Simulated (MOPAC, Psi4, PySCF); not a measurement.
Two rigid molecules brought together: C2H6O ··· CH4S (SMILES COC and CS). Monomers: optimised at B3LYP-D3(BJ) (def2-TZVP), held rigid. Orientation: lowest of the rigid-body minima from ten starts at GFN2-xTB. Only R, the distance of the centres of mass, is varied, so the lowest point isn't the relaxed dimer.

- PM6, restricted, heats of formation (MOPAC)
- RKS-BP86/6-31G* = restricted BP86/6-31G*, spherical d, no counterpoise correction run with PySCF
- PBE/def2-TZVP, counterpoise-corrected (Psi4)
- SAPT0/jun-cc-pVDZ, frozen core (Psi4)

Interaction energies in kJ/mol:

| R / Å | PM6 | RKS-BP86/6-31G* | PBE/def2-TZVP |
|---|---|---|---|
| 3.16 | 11.09 | 33.05 | 35.14 |
| 3.37 | -10.14 | 4.45 | 8.11 |
| 3.59 | -15.16 | -7.14 | -3.74 |
| 3.77 | -14.33 | -9.88 | -7.32 |
| 3.98 | -11.75 | -9.83 | -8.23 |
| 4.19 | -9.07 | -8.52 | -7.63 |
| 4.49 | -6.16 | -6.21 | -6.02 |
| 4.75 | -4.57 | -4.40 | -4.66 |
| 5.26 | -2.84 | -2.06 | -2.70 |
| 5.93 | -1.71 | -1.05 | -1.32 |
| 6.94 | -0.90 | -0.58 | -0.55 |
| 8.29 | -0.45 | -0.29 | -0.25 |

Problem. Predict the corresponding SAPT0/jun-cc-pVDZ column.

Solution. 3.16: 29.86; 3.37: 4.65; 3.59: -7.07; 3.77: -10.59; 3.98: -11.21; 4.19: -10.17; 4.49: -7.97; 4.75: -6.25; 5.26: -3.85; 5.93: -2.14; 6.94: -1.02; 8.29: -0.46 (kJ/mol).
